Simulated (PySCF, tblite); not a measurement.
Isomers of C9H10NP, one GFN2-xTB conformer each. Single-point energies are computed at PBE0/pcSseg-1 (PySCF, gas phase, no added dispersion term), electronic only.

Question: Rank them by PBE0/pcSseg-1 energy, lowest first (kcal/mol).
A. `[CH:1]1=[CH:2][P:3]([c:4]2[cH:5][cH:6][n:7][cH:8][cH:9]2)[CH2:10][CH2:11]1` with C2–P3–C4–C5 -29°, C1–C2–P3–C4 -87°, C2–P3–C10–C11 -20°, P3–C10–C11–C1 23°, C2–C1–C11–C10 -17°
B. `[CH:1]#[C:2][CH2:3][n:4]1[cH:5][p:6][c:7]([CH:8]=[CH2:9])[c:10]1[CH3:11]` with C2–C3–N4–C5 100°, P6–C7–C8–C9 145°
C. `C#CC1=CC=CP=C1N(C)C`

Answer: A (0.0), C (47.1), B (51.7).

As drawn, the highest has a C≡C bond, which the lowest lacks. GFN2-xTB itself gives, in the same order: 0.0, 34.1, 37.3. Both levels put the same isomer lowest; measured from each level's own lowest isomer, the values differ by up to 14.4 kcal/mol (C#CCn1cpc(C=C)c1C: 37.3 against 51.7).

Which frontier levels, dipoles and rotational constants go with these structures?

```csv
SMILES,"HOMO (eV, PBE0/pcSseg-1)",LUMO (eV),dipole (D),"A, B, C (MHz)"
C1=CP(c2ccncc2)CC1,-6.74,-0.88,2.91,"2053, 683.1, 632.1"
C#Cc1cccpc1N(C)C,-5.87,-1.47,1.56,"1258, 1026, 589.1"
C#CCn1cpc(C=C)c1C,-6.19,-0.40,3.80,"1563, 717.9, 545.9"
```

What happens when harmonic zero-point energies from GFN2-xTB frequencies are added?

```json
{"SMILES": "C1=CP(c2ccncc2)CC1", "ZPE (kcal/mol)": "102.7", "electronic (kcal/mol)": "0.0", "with ZPE (kcal/mol)": "0.0"}
{"SMILES": "C#Cc1cccpc1N(C)C", "ZPE (kcal/mol)": "101.0", "electronic (kcal/mol)": "47.1", "with ZPE (kcal/mol)": "45.4"}
{"SMILES": "C#CCn1cpc(C=C)c1C", "ZPE (kcal/mol)": "101.2", "electronic (kcal/mol)": "51.7", "with ZPE (kcal/mol)": "50.1"}
```

The zero-point energies span 1.7 kcal/mol. The order is unchanged.
